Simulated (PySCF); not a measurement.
C5H6F2.
SMILES with atom numbers: `[F:1][C:2]1=[CH:3][CH2:4][CH2:5][C@@H:6]1[F:7]` (hydrogens: H8 on C3; H9, H10 on C4; H11, H12 on C5; H13 on C6)

Structure optimised with GFN2-xTB, isolated species.

**Question.** List the bond lengths, angles and torsions at this level.

**Answer.** 
```json
{"bond": "F1–C2", "length (bohr)": "2.531"}
{"bond": "C2=C3", "length (bohr)": "2.498"}
{"bond": "C3–C4", "length (bohr)": "2.829"}
{"bond": "C4–C5", "length (bohr)": "2.913"}
{"bond": "C5–C6", "length (bohr)": "2.897"}
{"bond": "C6–F7", "length (bohr)": "2.622"}
{"bond": "C2–C6", "length (bohr)": "2.842"}
{"bond": "C3–H8", "length (bohr)": "2.030"}
{"bond": "C4–H9", "length (bohr)": "2.060"}
{"bond": "C4–H10", "length (bohr)": "2.064"}
{"bond": "C5–H11", "length (bohr)": "2.057"}
{"bond": "C5–H12", "length (bohr)": "2.056"}
{"bond": "C6–H13", "length (bohr)": "2.069"}
```

A selection of angles:
```json
{"angle": "F1–C2–C3", "degrees": "126.6"}
{"angle": "F1–C2–C6", "degrees": "120.0"}
{"angle": "C3–C2–C6", "degrees": "113.5"}
{"angle": "C2–C3–C4", "degrees": "110.9"}
{"angle": "C2–C3–H8", "degrees": "126.2"}
{"angle": "C4–C3–H8", "degrees": "122.9"}
{"angle": "C3–C4–C5", "degrees": "104.1"}
{"angle": "C3–C4–H9", "degrees": "111.5"}
{"angle": "C3–C4–H10", "degrees": "110.0"}
{"angle": "C5–C4–H9", "degrees": "111.9"}
{"angle": "C5–C4–H10", "degrees": "111.7"}
{"angle": "H9–C4–H10", "degrees": "107.7"}
{"angle": "C4–C5–C6", "degrees": "105.9"}
{"angle": "C4–C5–H11", "degrees": "110.4"}
{"angle": "C4–C5–H12", "degrees": "112.4"}
{"angle": "C6–C5–H11", "degrees": "109.4"}
{"angle": "C6–C5–H12", "degrees": "110.0"}
{"angle": "H11–C5–H12", "degrees": "108.6"}
{"angle": "C5–C6–F7", "degrees": "110.4"}
{"angle": "C5–C6–H13", "degrees": "114.7"}
{"angle": "F7–C6–H13", "degrees": "105.3"}
{"angle": "C2–C6–C5", "degrees": "102.6"}
{"angle": "C2–C6–F7", "degrees": "110.3"}
{"angle": "C2–C6–H13", "degrees": "113.7"}
```

Torsions: F1–C2–C3–C4 179° (antiperiplanar); C2–C3–C4–C5 -10° (synperiplanar); C3–C4–C5–C6 16° (synperiplanar); C4–C5–C6–F7 101° (anticlinal); F1–C2–C6–C5 -169° (antiperiplanar).

The 5 C–C bonds span 1.322 Å (C2=C3, drawn double) to 1.542 Å (C4–C5, drawn single), a spread of 0.220 Å. The 5-membered ring C2–C3–C4–C5–C6 has internal angles of 102.6° to 113.5°; it is puckered, 0.08 Å rms from its mean plane, widest ring torsion 17°. The 2 C–F bonds span 1.339 Å (F1–C2, drawn single) to 1.387 Å (C6–F7, drawn single), a spread of 0.048 Å.

Point group: C1 (no symmetry element, even within 0.4 Å). GFN2-xTB frequencies: not computed here. One conformer, not necessarily the lowest.
